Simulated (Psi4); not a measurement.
bromine monochloride (BrCl), singlet, at a GFN2-xTB geometry. Base run: Psi4 1.11 with CAM-B3LYP/3-21G.

The Psi4 input:
```
memory 2 GB

molecule {
0 1
Cl   -0.00000000   -0.00000000   -1.43741497
Br    0.00000000    0.00000000    0.69817298
}

set {
  basis 3-21g
}

energy('cam-b3lyp')
print_variables()
```

Variants of this job, named by their change:

```
change                                            ΔE vs base (eV)  point group used  SCF cycles
------------------------------------------------  ---------------  ----------------  ----------
base                                                         0.00               c2v           6
molecule keys = symmetry c1                                  0.00                c1           6
symmetry = c2                                                0.00                c2           6
molecule keys = symmetry c1, no_reorient, no_com             0.00                c1           6
molecule keys = no_reorient                                  0.00               c2v           6
symmetry = cs                                                0.00                cs           6
jitter_ang = 0.002                                          -0.01               c2v           6
```
